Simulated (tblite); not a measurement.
Compound: C8H4N2Se.
Cartesian coordinates in Å at the GFN2-xTB level; atoms count from 1:
```xyz
15
C8H4N2Se angstrom
N      4.1901    1.0582    0.9174
C      3.6263    0.1870    0.4290
Se     2.7755   -1.2180   -0.3476
C      0.9687   -0.5698   -0.1935
C      0.6617    0.6508    0.3941
C     -0.6563    1.0539    0.4714
C     -1.6688    0.2402   -0.0393
C     -3.0187    0.6549    0.0405
N     -4.1133    0.9880    0.1048
C     -1.3519   -0.9850   -0.6288
C     -0.0351   -1.3871   -0.7035
H      1.4451    1.2815    0.7881
H     -0.9076    1.9998    0.9272
H     -2.1383   -1.6112   -1.0231
H      0.2182   -2.3352   -1.1587
```

Computed values, GFN2-xTB/tblite, gas phase, harmonic and unscaled. The method is semi-empirical: single wavenumbers can be off by several per cent or more. One conformer, not necessarily the lowest.

**Question.** How many normal modes are there?

**Answer.** 15 atoms, non-linear: 3N − 6 = 39.

**Question.** What is the point group of the computed structure, and how do the modes divide by symmetry?

**Answer.** Cs. The vibrations span 27 a′ + 12 a″.

**Question.** How many distinct wavenumbers does the calculation give?

**Answer.** 39: Cs has no degenerate species.

**Question.** How many fundamentals are allowed in the infrared by symmetry?

**Answer.** 39 of 39: in Cs every mode is allowed. All fundamentals are allowed in the Raman spectrum.

**Question.** How large is the harmonic zero-point energy?

**Answer.** ½Σν̃ = 20633 cm⁻¹ = 59.0 kcal/mol (39 modes); those above 1550 cm⁻¹ give 26.6 kcal/mol of it.
